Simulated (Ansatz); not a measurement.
Coupled-cluster diagnostics for the cluster Al4Au⁺, Ansatz.

Geometry of the singlet (PBE-D4/def2-SVP):

```tsv
atom	x (Å)	y (Å)	z (Å)
Au1	1.0028	-0.1599	0.9128
Al2	-0.6304	-0.1157	-1.4253
Al3	-0.7081	1.8209	0.6660
Al4	1.9265	-1.1086	-1.3940
Al5	-1.5908	-0.4367	1.2405
```

In the def2 sets Au takes a core potential; there is no spin–orbit coupling. Correlated methods freeze 20 core orbitals; core or outer-core shells of Au are correlated, in sets that lack core-valence functions. The structure comes from a short search, and lower isomers may exist.

Question: Estimate the CCSD(T) correlation energy, the shares of MP2 and (T), T1 and the reference's ⟨S²⟩ for: charge 1, singlet, own geometry in def2-TZVPP; and the rough time on 4 threads of AMD EPYC 7B13 on a shared host.

Answer: 
```json
{"state": "charge 1, singlet, own geometry", "basis": "def2-TZVPP", "correlation (eV)": "-25.613", "MP2 share (%)": "99.2", "(T) share (%)": "6.1", "T1": "0.026", "⟨S²⟩ (pure)": "0.00 (0.00)", "wall time": "69 s", "remarks": "restricted SCF unstable"}
```
Customary marks for T1 are 0.02 (closed shells), 0.045 (open shells) and about 0.05 (3d metals). T1 exceeds 0.02 in 1 of 1 rows and 0.045 in 0; the higher it lies, the less the single-reference result can be trusted.
